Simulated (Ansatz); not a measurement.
Born–Oppenheimer molecular dynamics of AlClH5NOSi (10 atoms, charge 0, multiplicity 1). It starts from a relaxed structure.

These are results of RKS B3LYP/6-31G (Ansatz 0.2.0), not measurements.

```
ensemble                      : NVE (Milne-controlled integrator)
time step                     : 0.5 fs
steps asked                   : 362
starting velocities drawn for : 500 K
seed                          : 790792
```

First frame:

```xyz
10
Properties=species:S:1:pos:R:3
Al 0.002 -0.143 0.311
N 0.323 0.243 2.015
H -0.345 0.106 2.761
H 1.198 0.624 2.348
Cl 1.624 0.268 -1.111
O -1.461 -0.784 -0.254
Si -2.861 -1.424 -0.969
H -3.194 -2.744 -0.333
H -4.010 -0.477 -0.765
H -2.647 -1.629 -2.442
```

Question: How far do the bonds stretch over the last three quarters of this one trajectory? (Pairs bonded in most of those frames.)

Answer: 
```json
{"bond": "Al1–N2", "mean (Å)": "1.778", "spread (Å)": "0.031", "shortest": "1.73", "longest": "1.84"}
{"bond": "Al1–Cl5", "mean (Å)": "2.218", "spread (Å)": "0.051", "shortest": "2.14", "longest": "2.31"}
{"bond": "Al1–O6", "mean (Å)": "1.703", "spread (Å)": "0.042", "shortest": "1.63", "longest": "1.79"}
{"bond": "N2–H3", "mean (Å)": "1.013", "spread (Å)": "0.019", "shortest": "0.97", "longest": "1.06"}
{"bond": "N2–H4", "mean (Å)": "1.015", "spread (Å)": "0.031", "shortest": "0.96", "longest": "1.07"}
{"bond": "O6–Si7", "mean (Å)": "1.705", "spread (Å)": "0.041", "shortest": "1.62", "longest": "1.77"}
{"bond": "Si7–H8", "mean (Å)": "1.507", "spread (Å)": "0.010", "shortest": "1.49", "longest": "1.53"}
{"bond": "Si7–H9", "mean (Å)": "1.506", "spread (Å)": "0.007", "shortest": "1.49", "longest": "1.52"}
{"bond": "Si7–H10", "mean (Å)": "1.504", "spread (Å)": "0.009", "shortest": "1.49", "longest": "1.52"}
```

Mean temperature of the second half: 254 K. The conserved energy stayed within 0.029 meV per atom of its start (net change -0.0028 meV per atom), so the integration is sound. Over the second half the temperature averaged 0.51 of the 500 K drawn at the start: a run that starts near a minimum puts about half its kinetic energy into the potential. A run of 0.18 ps of so small a system gives no equilibrium averages. Limits of this set-up: no polarisation functions.

Run time: 27 min on 1 thread of Arm Neoverse V2, with other jobs on the host, peak memory 0.15 GiB.
